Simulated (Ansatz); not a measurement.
Input for Ansatz (a first-principles code): R-BLYP/def2-TZVPP on F2H4OSi2 (SMILES F[SiH](F)O[SiH3]).

Ansatz 0.2 input:
```yaml
crystal:
  periodic: [false, false, false]
  atoms:
    - {symbol: Si, position_ang: [1.55775533, -0.16877267, -0.01075449]}
    - {symbol: O, position_ang: [-0.01551877, -0.32574058, -0.26933157]}
    - {symbol: Si, position_ang: [-1.59777648, 0.08704935, -0.05785652]}
    - {symbol: F, position_ang: [2.04370005, 1.27133654, -0.47082731]}
    - {symbol: F, position_ang: [1.86841274, -0.27716916, 1.54307924]}
    - {symbol: H, position_ang: [2.31537252, -1.18797579, -0.72835196]}
    - {symbol: H, position_ang: [-2.37736318, -0.56163709, -1.13094918]}
    - {symbol: H, position_ang: [-2.05254986, -0.39298242, 1.26378967]}
    - {symbol: H, position_ang: [-1.74203234, 1.55599182, -0.13879789]}
basis:
  gaussian:
    orbitals: def2-TZVPP
hamiltonian:
  xc: {name: BLYP}
scf: {lower_state_search: off}
```

Program output:

```
WARN ansatz: RAYON_NUM_THREADS=4 ignored (pool sized by the plan → 4); use --threads N
Functional definition: BLYP
these checks for a lower state are left out or cut short: stability, starts, cluster_reference, orbital_swaps, neighbouring_geometries, increment
integrals: 0.17 GiB planned
1275 factors; their error is unknown
mean field: 1.06 GiB planned
mean field evaluation 1: about -23300.5556 eV, gradient 8.2e1 eV
mean field evaluation 2: about -23261.4087 eV, gradient 1.7e2 eV
mean field evaluation 4: about -23310.0238 eV, gradient 1.6e1 eV
mean field evaluation 8: about -23310.3486 eV, gradient 1.8e-1 eV
mean field evaluation 16: about -23310.3486 eV, gradient 7.9e-6 eV
mean field -23310.34863891 eV, -856.6395121580 hartree, gradient 7.9e-6 eV, S^2 0.000000; 0 other end points of the search recorded, 0 dependent functions left out
reference -23310.34900183 eV, -856.6395254952 hartree; 29, 29 occupied and 204, 204 virtual orbitals, 1275 factors
Total energy: -23310.34900183 eV, -856.6395254952 hartree
Checks for a lower state left out: stability, starts, cluster_reference, orbital_swaps, neighbouring_geometries, increment
```

The run converged.

Cost: around 2.0 core-seconds (rough).
